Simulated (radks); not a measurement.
Values are calculated unless marked as measured or tabulated.
Question: These are the eigenvalues of the occupied orbitals of an atom or ion with whole-number occupations (eV). Code: a radial shooting solver on a logarithmic mesh with Libxc functionals. Model: non-relativistic Kohn-Sham, LDA (Slater exchange, Perdew-Wang correlation), spin-polarised, spherical densities, point nucleus.

1s: -13080.62
2s: -1693.285
2p: -1529.132
3s: -242.8520
3p: -185.4116
3d: -82.5823
4p: -18.8200

Which element is it, and in what charge state? The configuration may be excited. Open shells, if any, are filled with parallel spins first.

Answer: Z = 35, bromine, charge +1: Br+ in [Ar] 3d10 4p6. The list shows which subshells hold electrons but not how many an open one holds; the 1s level, -480.7 hartree, gives Z - s = 31.0 by -(Z - s)^2/2, which with screening narrows Z to a few neighbours, and the depths of the outer levels then fix element, charge and occupations together.
